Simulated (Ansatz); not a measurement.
`CB(C)C[SiH3]` + `N[SiH3]` → `CB(C)N[SiH3]` + `C[SiH3]` at 400 K and 1 bar (ligand exchange at a B–C bond).

Program: Ansatz. Geometries: PBE0-D4/def2-TZVP. ΔE: electronic, gas phase. CBS: MP2 limit from def2 TZ/QZ plus the TZ coupled-cluster correction, frozen cores. This one scheme is used for every species. One conformer a species, not always the lowest.

```csv
species,CCSD(T)/CBS energy (Eh),H − E (kJ/mol),S (J/(mol·K))
`CB(C)C[SiH3]`,-434.67777,380.1,427.5
`N[SiH3]`,-346.80422,153.0,285.3
`CB(C)N[SiH3]`,-450.78486,354.3,416.9
`C[SiH3]`,-330.73916,180.9,277.1
```

H − E and S are ideal-gas, rigid-rotor, harmonic terms from PBE0-D4/def2-TZVP, for one conformer and one mirror image of each species. 1 Eh = 2625.50 kJ/mol, R = 8.31446 J/(mol·K).

Question: By hand: ΔE, ΔH, ΔS and ΔG.

Answer: ΔE = (-450.78486) + (-330.73916) − (-434.67777) − (-346.80422) = -0.04203 Eh = -110.3 kJ/mol. Δ(H − E) = 354.3 + 180.9 − 380.1 − 153.0 = 2.1, so ΔH = -108.2 kJ/mol. ΔS = 416.9 + 277.1 − 427.5 − 285.3 = -18.8 J/(mol·K). ΔG = -108.2 − 400 × (-18.8)/1000 = -100.7 kJ/mol.

Question: By hand: the equilibrium constant, and the temperature at which ΔG would vanish if ΔH and ΔS stayed fixed.

Answer: log₁₀ K = −ΔG/(RT ln 10) = 13.1. ΔG = 0 at ΔH/ΔS = 5755 K, far beyond where these terms or the molecules hold.

ΔH outweighs TΔS. A doubt of 5 kJ/mol in ΔE shifts log₁₀ K by 0.7 here. Other conformers and mirror images would add mixing entropy, several J/(mol·K) or more a flexible species. Modes under 60 cm⁻¹, often nearly free rotors, make the harmonic entropy too high. These are equilibria of isolated gas molecules and say nothing of rates. Largest T1 diagnostic: 0.011 (customary marks: 0.02 for closed shells, 0.045 for open ones).
